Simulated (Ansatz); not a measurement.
Two isomers of C2H4BFO: A = `O/C=C/BF`, B = `CC1(F)BO1`.

Gas-phase electronic energies from Ansatz, PBE0-D4/def2-TZVP geometries. CCSD(T)/CBS is the MP2 limit (def2-TZVPP, def2-QZVPP) plus CCSD(T) − MP2 in def2-TZVPP, frozen cores. DFT in def2-TZVPP. B3LYP here is the variant with VWN-RPA as its local correlation; programs differ in this. One conformer a species, not always the lowest.

Question: Which isomer does CCSD(T)/CBS put lower? Give the gap. (An estimate is asked.)

Answer: The calculation gave: A, by 32.6 kcal/mol.

Question: Give E(B) − E(A) in kcal/mol with B3LYP, CCSD(T)/def2-TZVPP, PBE-D4, BLYP-D4, CCSD/def2-TZVPP, r2SCAN-D4, B3LYP-D4. (An estimate is asked.)

Answer: The calculation gave: B3LYP 34.6, CCSD(T)/def2-TZVPP 32.8, PBE-D4 30.5, BLYP-D4 34.1, CCSD/def2-TZVPP 33.3, r2SCAN-D4 31.7, B3LYP-D4 34.4. None reverses the order clearly.

Question: Does the order hold for the free energy at 298.15 K (harmonic terms from PBE0-D4)? (Best estimate.)

Answer: Ansatz gave: Yes: G(B) − G(A) = +32.4 kcal/mol, for one conformer each.

Largest T1 diagnostic: 0.015.

In def2-TZVPP, CCSD(T) changes the Hartree–Fock value by −6.6 kcal/mol (the triples alone add −0.5 kcal/mol) and MP2 by −6.7 kcal/mol. From BLYP to BHLYP (50 % exact exchange), in def2-TZVPP and without D4, E(B) − E(A) moves by +1.3 kcal/mol.
